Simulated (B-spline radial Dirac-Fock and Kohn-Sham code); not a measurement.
# Two-hole binding energies of Rh⁴⁺

System: the Rh⁴⁺ ion, [Kr] 4d5, inside a Watson sphere of charge -4 and radius 1.8 Å (a model of the Madelung potential; inside it an electron's potential energy is raised by 32.0 eV).

The run's input, task.json:

```json
{"items": [{
  "Z": 45,
  "q": 4,
  "cfg": [[1, 0, 2], [2, 0, 2], [2, 1, 6], [3, 0, 2], [3, 1, 6], [3, 2, 10], [4, 0, 2], [4, 1, 6], [4, 2, 5]],
  "A": 103,
  "rrms": 4.4945,
  "watson": [-4, 1.8],
  "do": ["binding", "quiet", "double"]
}]}
```

Command: `python xray_run.py task.json out`

These are calculated numbers from a B-spline atomic structure program; the model is Dirac-Fock energy differences between relaxed states, corrected for Breit and QED terms. U is the two-hole binding energy less the two single-hole energies, the effective repulsion of the holes after relaxation. Each two-hole energy is an average over J within one jj subconfiguration.

| holes | E(a) (eV) | E(b) (eV) | E(ab) (eV) | U (eV) |
| --- | --- | --- | --- | --- |
| 1s⁻¹ 2p1/2⁻¹ | 23255.7 | 3184.5 | 26638.7 | 198.6 |
| 1s⁻¹ 3p3/2⁻¹ | 23255.7 | 535.2 | 23849.0 | 58.1 |
| 1s⁻¹ 3d3/2⁻¹ | 23255.7 | 347.9 | 23656.9 | 53.3 |
| 1s⁻¹ 3d5/2⁻¹ | 23255.7 | 343.1 | 23651.5 | 52.6 |
| 2s⁻¹ 2p1/2⁻¹ | 3455.1 | 3184.5 | 6748.9 | 109.3 |
| 2s⁻¹ 2p3/2⁻¹ | 3455.1 | 3041.9 | 6604.1 | 107.0 |
| 2p3/2⁻² | 3041.9 | 3041.9 | 6215.0 | 131.1 |
| 2s⁻¹ 3p1/2⁻¹ | 3455.1 | 560.3 | 4067.6 | 52.1 |
| 2p1/2⁻¹ 3s⁻¹ | 3184.5 | 666.6 | ? | ? |
| 2s⁻¹ 3d5/2⁻¹ | 3455.1 | 343.1 | 3851.8 | 53.5 |
| 2p1/2⁻¹ 3p3/2⁻¹ | 3184.5 | 535.2 | 3772.2 | 52.5 |
| 2p1/2⁻¹ 3d5/2⁻¹ | 3184.5 | 343.1 | 3582.1 | 54.5 |
| 3p1/2⁻² | 560.3 | 560.3 | 1164.7 | 44.0 |
| 3p1/2⁻¹ 3p3/2⁻¹ | 560.3 | 535.2 | 1135.8 | 40.3 |

**Question.** Give the missing two-hole energy and U.

**Answer.** E(ab) = 3902.3 eV and U = 51.2 eV.
